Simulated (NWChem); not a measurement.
Species: boron monoxide dimer (B2O2); SMILES O=BB=O

```xyz
4

O      0.0000     0.0000    -2.0254
B      0.0000     0.0000    -0.8262
B      0.0000     0.0000     0.8262
O      0.0000     0.0000     2.0254
```
Atoms are numbered in this order, from 1.

Computed with NWChem. Pople sets run with spherical d functions. Geometry: optimised at PBE0/def2-SVP. Atomic charges in e: unrestrained fits to the electrostatic potential beside Mulliken populations; the two definitions need not agree.

**Question.** What does the run give for Hartree-Fock/6-31G*? Quantities: ESP O1; Mulliken O1; ESP B2; Mulliken B2; ESP B3; Mulliken B3; ESP O4; Mulliken O4; relative RMS misfit of the potential (%).

**Answer.** 
```json
{
 "ESP O1": "-0.52",
 "Mulliken O1": "-0.38",
 "ESP B2": "0.52",
 "Mulliken B2": "0.38",
 "ESP B3": "0.52",
 "Mulliken B3": "0.38",
 "ESP O4": "-0.52",
 "Mulliken O4": "-0.38",
 "relative RMS misfit of the potential (%)": "9"
}
```
